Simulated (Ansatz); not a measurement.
Geometry optimisation, RKS CAM-B3LYP/STO-3G in Ansatz 0.2.0.

Input file:

```yaml
crystal:
  periodic: [false, false, false]
  atoms:
    - { symbol: B, position_ang: [0.0, 0.0, 0.0] }
    - { symbol: "N", position_ang: [0.0, 0.0, 1.55] }
    - { symbol: H, position_ang: [-0.877, -0.2713, 2.08] }
    - { symbol: H, position_ang: [0.877, 0.2713, 2.08] }
    - { symbol: F, position_ang: [1.1431, 0.0, -0.66] }
    - { symbol: Cl, position_ang: [-1.6108, 0.0, -0.93] }
basis:
  gaussian: { orbitals: STO-3G }
hamiltonian:
  xc: cam_b3lyp
relax:
  f_tol: 0.02
  max_steps: 40
output:
  orbitals: {}
```

Command:

```bash
$ ansatz run input.yaml --threads 1 --pin off --max-ram 2048MiB --backend cpu --events-out ev --progress --plain --runs-dir out
```

Q: Where does it end, and by what steps?

A: The run converged. Limits of this set-up: minimal basis. After 6 steps the energy has fallen by 0.620 eV; H4 moved furthest, 0.21 Å.

```csv
step,energy less start (eV),largest force component (eV/Å),accepted
0,0.0000,4.553,yes
1,-0.5691,1.090,yes
2,-0.5957,0.647,yes
3,-0.6162,0.492,yes
4,-0.6168,0.318,yes
5,-0.6198,0.042,yes
6,-0.6199,0.005,yes
```

```xyz
6
Properties=species:S:1:pos:R:3
B 0.022 0.015 0.061
N -0.007 0.000 1.458
H -0.883 -0.085 1.999
H 0.841 0.072 2.046
F 1.129 0.121 -0.635
Cl -1.570 -0.123 -0.809
```

Whether the end is a true minimum wasn't checked by a vibrational analysis.

The run took 10 s on 1 thread of Arm Neoverse V2, with other jobs on the host, peak memory 0.13 GiB.
